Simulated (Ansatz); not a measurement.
Cost and result for the atomization energy of CH$_{4}$AlBFGaO, SMILES `[OH][Ga]1[BH][Al]([F])[CH2]1` (10 atoms, 10 bonds).

Cartesian coordinates in Å:
```
O 0.506 2.571 -1.129
Ga 0.657 0.962 -0.390
B 1.618 -0.471 0.627
Al -0.106 -1.330 1.315
F -0.773 -2.275 2.489
C -0.890 -0.410 -0.218
H -0.317 2.697 -1.605
H 2.218 -1.166 -0.158
H -1.622 0.315 0.176
H -1.291 -0.893 -1.108
```

Charge 0, multiplicity 1. Correlated methods include outer-core shells of Ga, which these sets cover unevenly. Scalar relativity is left out up to krypton. The structure was optimised at the PBE0-D4/def2-TZVP level. It is one conformer, not always the lowest. Program: Ansatz. All runs use 4 threads of an AMD EPYC 9R45 on a shared host. Times are those of one run each, without the atoms' runs, and a repeat can differ threefold. Electronic energies, without spin–orbit coupling; frozen cores. CCSD(T)/CBS adds CCSD(T) − MP2 in def2-TZVPP to the MP2 limit, and its time is that of the two runs behind it. T1 = 0.017. With those shells the extrapolation isn't a true limit. HSE06 is the plane-wave form, built on full-range PBE exchange.

CCSD(T)/CBS is a level of theory with its own doubt, some kJ/mol a heavy atom from the limit and from the frozen cores, so smaller differences don't rank the functionals.

| level | functions | wall time |
| --- | --- | --- |
| LDA (SPW92)/def2-TZVPP | 270 | 0.7 s |
| revPBE-D4/def2-TZVPP | 270 | 1 s |
| BLYP-D4/def2-TZVPP | 270 | 1.1 s |
| PBE0-D4/def2-TZVPP | 270 | 1.6 s |
| BHLYP-D4/def2-TZVPP | 270 | 1.7 s |
| HSE06-D4/def2-TZVPP | 270 | 1.8 s |
| CAM-B3LYP-D4/def2-TZVPP | 270 | 2 s |
| PBE-QIDH/def2-TZVPP | 270 | 2.9 s |
| ωB97X-V/def2-TZVPP | 270 | 3.8 s |
| CCSD(T)/def2-SVP | 126 | 4 s |
| MP2/def2-QZVPP | 507 | 12 s |
| CCSD(T)/def2-TZVPP | 270 | 91 s |
| CCSD(T)/CBS(def2) | – | 100 s |

Q: What atomization energy does each give, and how far from CCSD(T)/CBS? (An estimate is asked.)

A: Computed: 
| level | atomization (kJ/mol) | difference from CCSD(T)/CBS | per bond |
| --- | --- | --- | --- |
| LDA (SPW92)/def2-TZVPP | 4014.9 | 540.7 | 54.1 |
| revPBE-D4/def2-TZVPP | 3429.3 | -44.9 | -4.5 |
| BLYP-D4/def2-TZVPP | 3428.3 | -45.9 | -4.6 |
| PBE0-D4/def2-TZVPP | 3456.5 | -17.7 | -1.8 |
| BHLYP-D4/def2-TZVPP | 3304.9 | -169.3 | -16.9 |
| HSE06-D4/def2-TZVPP | 3459.2 | -15.0 | -1.5 |
| CAM-B3LYP-D4/def2-TZVPP | 3449.5 | -24.7 | -2.5 |
| PBE-QIDH/def2-TZVPP | 3452.7 | -21.5 | -2.1 |
| ωB97X-V/def2-TZVPP | 3463.1 | -11.1 | -1.1 |
| CCSD(T)/def2-SVP | 3248.3 | -225.9 | -22.6 |
| MP2/def2-QZVPP | 3550.7 | 76.5 | 7.7 |
| CCSD(T)/def2-TZVPP | 3381.6 | -92.6 | -9.3 |
| CCSD(T)/CBS(def2) | 3474.2 | 0.0 | 0.0 |

From PBE to PBE0 (25 % exact exchange), in def2-TZVPP and without D4, the atomization energy moves by −79.9 kJ/mol: exact exchange takes away binding that semilocal exchange gives to molecules. At CCSD(T), def2-SVP lies −225.9 kJ/mol from the extrapolated value and def2-TZVPP −92.6 kJ/mol: correlation converges slowly with the basis, and small sets miss more of it in the bonded molecule than in its fragments. The D4 term adds +38.7 kJ/mol with B3LYP and +20.2 kJ/mol with PBE0; it sums over pairs of atoms, weighted by their polarisabilities, and B3LYP, whose exchange is more repulsive, gets the larger term.

B3LYP here is the variant with VWN-RPA as its local correlation; programs differ in this.
